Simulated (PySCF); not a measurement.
# How methods differ on the excitation energy of Zn²⁺

Zn²⁺ [Ar] 3d10 (1S) → Zn²⁺ [Ar] 3d9 4s1 (3D), as a difference of total energies. Calculation: PySCF 2.14, in aug-cc-pVTZ-DK; the spin-free X2C one-electron Hamiltonian (Gaussian nucleus). Correlated levels: valence: [Ar] frozen. The calculations carry no spin-orbit coupling.

```csv
method,excitation energy (eV)
UHF,8.022
MP2 (valence),10.155
SCS-MP2 (valence),9.981
CCSD (valence),9.543
CCSD(T) (valence),9.626
```

Question: How much does correlation contribute at CCSD(T) (valence)?

Answer: 9.626 − (8.022) = 1.604 eV, measured against UHF.
